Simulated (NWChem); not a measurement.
System meant: CH$_{6}$AgP; SMILES [Ag]([CH3])<-[PH3]

The following NWChem deck was run.

```
start job
memory heap 200 mb stack 900 mb global 1100 mb
geometry units angstroms noautoz
  Ag     0.000000     0.000000     0.360769
  C      0.000000     0.000000     2.447721
  H      0.442062    -0.940445     2.836011
  H     -1.035481     0.087386     2.836011
  H      0.593418     0.853060     2.836011
  P      0.000000     0.000000    -2.042357
  H      0.814662    -0.930579    -2.763526
  H      0.398574     1.170808    -2.763526
  H     -1.213236    -0.240229    -2.763526
end
basis spherical
  Ag library def2-svp
  C library def2-svp
  H library def2-svp
  P library def2-svp
end
ecp
  Ag library def2-ecp
end
dft
  odft
  mult 2
  xc pbe0
  iterations 150
  mulliken
end
task dft energy
```

End of the output:

```
 Summary of "ao basis" -> "" (spherical)
 ------------------------------------------------------------------------------
       Tag                 Description            Shells   Functions and Types
 ---------------- ------------------------------  ------  ---------------------
 Ag                         def2-svp                11       31   5s3p2d1f
 C                          def2-svp                 6       14   3s2p1d
 H                          def2-svp                 3        5   2s1p
 P                          def2-svp                 8       18   4s3p1d

                                 NWChem DFT Module
                                 -----------------

 Summary of "ao basis" -> "ao basis" (spherical)
 ------------------------------------------------------------------------------
       Tag                 Description            Shells   Functions and Types
 ---------------- ------------------------------  ------  ---------------------
 Ag                         def2-svp                11       31   5s3p2d1f
 C                          def2-svp                 6       14   3s2p1d
 H                          def2-svp                 3        5   2s1p
 P                          def2-svp                 8       18   4s3p1d

      Symmetry analysis of basis
      --------------------------

        a          37
        e+         28
        e-         28

  Rotation of axis
  number of electrons :                   46
  multiplicity        :                    2
 ------------------------------------------------------------------------
  no. of electrons and multiplicity not compatible                  46
 ------------------------------------------------------------------------
 ------------------------------------------------------------------------
  current input line :
    30: task dft energy
 ------------------------------------------------------------------------
 ------------------------------------------------------------------------
 There is an error in the input file
 ------------------------------------------------------------------------
 For more information see the NWChem manual at https://nwchemgit.github.io

0: no. of electrons and multiplicity not compatible:Received an Error in Communication
```

**Question.** Find the fault in this run and fix the input.

**Answer.** The input was rejected before any calculation. Cause: the multiplicity doesn't fit the number of electrons (an even count wants an odd multiplicity, and the reverse). This input runs:
```
start job
memory heap 200 mb stack 900 mb global 1100 mb
geometry units angstroms noautoz
  Ag     0.000000     0.000000     0.360769
  C      0.000000     0.000000     2.447721
  H      0.442062    -0.940445     2.836011
  H     -1.035481     0.087386     2.836011
  H      0.593418     0.853060     2.836011
  P      0.000000     0.000000    -2.042357
  H      0.814662    -0.930579    -2.763526
  H      0.398574     1.170808    -2.763526
  H     -1.213236    -0.240229    -2.763526
end
basis spherical
  Ag library def2-svp
  C library def2-svp
  H library def2-svp
  P library def2-svp
end
ecp
  Ag library def2-ecp
end
dft
  xc pbe0
  iterations 150
  mulliken
end
task dft energy
```
It converges to -529.68068 Ha (PBE0/def2-SVP with def2 effective core potentials on Ag).
